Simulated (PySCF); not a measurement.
Calculation: TPSSh-D3(BJ)/def2-TZVP // B3LYP-D3(BJ)/def2-TZVP in PySCF 2.14.0. All species are isolated molecules in the gas phase. Excitations are Tamm–Dancoff values on a coarser integration grid. The basis has no diffuse functions, so Rydberg states are missing or too high.

Reference species (SMILES): `C(CCl)#C` (neutral, multiplicity 1).

| Property | Value |
|---|---|
| LUMO | -0.95 eV |
| HOMO–LUMO gap | 6.53 eV |
| S1 excitation (TDA) | 5.84 eV |
| S1 oscillator strength | 0.000 |

Changed species: `ClC=C=C`.

**Question.** Give the shifts of the LUMO, HOMO–LUMO gap, S1 excitation (TDA) and S1 oscillator strength.

**Answer.** the LUMO decreases by 0.31 eV, to -1.26 eV; the HOMO–LUMO gap falls by 1.05 eV, to 5.48 eV; the S1 excitation (TDA) falls by 1.01 eV, to 4.83 eV; the S1 oscillator strength is nearly the same.
